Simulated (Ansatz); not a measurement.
CH4BNSTe, SMILES `C=NB(S)[TeH]`, relaxed with RKS PBE-D4/def2-SVP in Ansatz 0.2.0 from a rough embedded geometry. The force threshold is 0.03 eV/Å; the program also tests the step.

Total charge 0; spin multiplicity 1. Te: def2 effective core potential.

Start:

```xyz
9

C    -1.667    0.753    0.036
N    -0.837    0.257   -0.760
B     0.640    0.039   -0.464
S     1.697   -0.587   -1.865
Te    1.546    0.567    1.468
H    -1.376    1.029    1.110
H    -2.726    0.860   -0.189
H     1.477   -1.928   -1.403
H     1.247   -0.990    2.067
```

(1) How much energy does the relaxation release, and in how many steps? (Best estimate.)

(2) Which bonds change most? (Best estimate.)

(3) Give the relaxed structure. (Best estimate.)

Answers

(1) Computed: 173.05 kJ/mol, in 29 steps, 2 of them rejected.

(2) Ansatz gave: N2–B3 from 1.523 to 1.368 Å; S4–H8 from 1.436 to 1.361 Å; C1–H6 from 1.147 to 1.117 Å; C1–H7 from 1.089 to 1.117 Å.

(3) Computed: 
```xyz
9

C    -1.657    0.946    0.039
N    -0.598    0.299   -0.155
B     0.597   -0.340   -0.343
S     1.263   -0.557   -2.041
Te    1.698   -1.131    1.397
H    -1.654    2.049    0.217
H    -2.657    0.450    0.048
H     2.417   -1.180   -1.676
H     0.590   -0.537    2.513
```
